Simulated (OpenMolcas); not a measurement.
An OpenMolcas run meant for neutral tantalum (ANO-RCC-VDZ, DKH2; inactive shells 1s 2s 2p 3s 3p 3d 4s 4p 4d 4f 5s 5p; intended active space 5 electrons in 6 orbitals (5d 6s)). One step of its input:

```
&CASPT2
Multistate=5 1 2 3 4 5
Frozen=34 36
IPEA=0.25
Imaginary=0.1
MaxIter=60
WThr=0.0 0.3 0.05
PrWF=0.5
NoMix
```

Lines from the output:

```
|       MOLCAS_SOURCE = <dir>
  |    MOLCAS_STRUCTURE = 0
  |
   --------------------------------------------------------------------------------------
++ ---------   Input file   ---------
>>> COPY JOB001 $Project.JobIph
&CASPT2
Multistate=5 1 2 3 4 5
Frozen=34 36
IPEA=0.25
Imaginary=0.1
MaxIter=60
WThr=0.0 0.3 0.05
PrWF=0.5
NoMix
-- ----------------------------------
>>> COPY JOB001 a.JobIph
*** symbolic link created: INPORB -> a.RasOrb
--- Start Module: caspt2 at  ---
()()()()()()()()()()()()()()()()()()()()()()()()()()()()()()()()()()()()()()()()()()()()()()()()()()
                                              &CASPT2
                                   only a single process is used
                       available to each process: 2.3 GB of memory, 1 thread
()()()()()()()()()()()()()()()()()()()()()()()()()()()()()()()()()()()()()()()()()()()()()()()()()()
 ###    WARNING: User changed nr of frozen orbitals.                         ###
 ###    ERROR: Too many frozen orbitals!                                     ###
--- Stop Module: caspt2 at  /rc=_RC_INPUT_ERROR_ ---
.####################.
.# User input error #.
.####################.
```

Problem. What is wrong with the input?

Solution. More orbitals are frozen than there are inactive ones.
